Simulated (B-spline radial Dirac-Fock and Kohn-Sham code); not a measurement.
These are calculated numbers from a B-spline atomic structure program; the model is Dirac-Fock densities.

Q: This computed X-ray form factor belongs to an atom or ion in its tabulated ground configuration. Which?

| sin θ/λ (Å⁻¹) | f₀ |
| --- | --- |
| 0.35 | 6.889 |
| 0.45 | 6.817 |
| 0.7 | 6.570 |
| 0.9 | 6.309 |
| 1 | 6.162 |
| 1.1 | 6.005 |
| 3.5 | 2.339 |
| 4 | 1.965 |
| 5 | 1.526 |

A: Zr³³⁺, with 7 electrons in [He] 2s2 2p3. f₀ tends to the number of electrons as s goes to zero, which the first rows give only roughly, and the rate of fall reflects the nuclear charge, 40.

Q: This computed X-ray form factor belongs to an atom or ion in its tabulated ground configuration. Which?

```csv
sin θ/λ (Å⁻¹),f₀
0.35,28.375
0.6,20.807
1.1,13.118
1.4,9.753
1.6,8.157
2,6.268
2.5,5.144
3,4.355
5,2.018
```

A: Rh, with 45 electrons in [Kr] 4d8 5s1. f₀ tends to the number of electrons as s goes to zero, which the first rows give only roughly, and the rate of fall reflects the nuclear charge, 45.

Q: This computed X-ray form factor belongs to an atom or ion in its tabulated ground configuration. Which?

```tsv
sin θ/λ (Å⁻¹)	f₀
0.05	3.988
0.2	3.809
0.3	3.593
0.4	3.328
0.5	3.040
0.9	2.056
1.8	1.326
2	1.243
3.5	0.648
```

A: Al⁹⁺, with 4 electrons in [He] 2s2. f₀ tends to the number of electrons as s goes to zero, which the first rows give only roughly, and the rate of fall reflects the nuclear charge, 13.

Q: This computed X-ray form factor belongs to an atom or ion in its tabulated ground configuration. Which?

| sin θ/λ (Å⁻¹) | f₀ |
| --- | --- |
| 0.05 | 23.962 |
| 0.25 | 23.071 |
| 0.45 | 21.174 |
| 0.6 | 19.309 |
| 0.7 | 17.955 |
| 1.8 | 7.248 |
| 2.5 | 5.354 |
| 3.5 | 3.784 |
| 4 | 3.108 |

A: Pd²²⁺, with 24 electrons in [Ar] 3d6. f₀ tends to the number of electrons as s goes to zero, which the first rows give only roughly, and the rate of fall reflects the nuclear charge, 46.
